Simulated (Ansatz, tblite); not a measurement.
Cost and result up the ladder for Li₈Sn (the lowest singlet isomer of a short search) (9 atoms). The state is a singlet with charge 0. Geometry: PBE0-D4/def2-SVP.

```tsv
atom	x (Å)	y (Å)	z (Å)
Li1	1.152	-3.021	3.267
Li2	2.561	-0.883	1.359
Li3	-2.687	2.811	-2.451
Li4	-0.430	2.451	-0.166
Li5	-0.197	-0.377	1.991
Li6	-1.800	0.078	-0.959
Li7	0.460	-2.456	0.155
Li8	0.100	1.280	-2.750
Sn9	0.842	0.118	-0.445
```

Ansatz on 4 threads of Arm Neoverse V1 on a shared host; xTB runs through tblite on one thread. Times are rough, summed over both states, and most runs start from the orbitals of an earlier one. No level here is sound enough to serve as a yardstick. The other state is a triplet.

In the def2 sets Sn takes a core potential; there is no spin–orbit coupling. The xTB rows come from tblite. The structure comes from a short search, and lower isomers may exist.

xTB has no spin-polarisation term.

| level | functions | wall time |
| --- | --- | --- |
| GFN1-xTB | 41 | 0.012 s |
| GFN2-xTB | 41 | 0.037 s |
| PBE-D4/def2-TZVP | 162 | 14 s |
| PBE0-D4/def2-TZVP (with forces) | 162 | 20 s |

Q: Estimate what each level gives for the vertical triplet (eV).

A: 
| level | vertical triplet (eV) | remarks |
| --- | --- | --- |
| GFN1-xTB | 0.67 | – |
| GFN2-xTB | 0.88 | – |
| PBE-D4/def2-TZVP | 0.78 | restricted SCF unstable in HF (singlet) |
| PBE0-D4/def2-TZVP (with forces) | 0.84 | restricted SCF unstable in HF (singlet) |
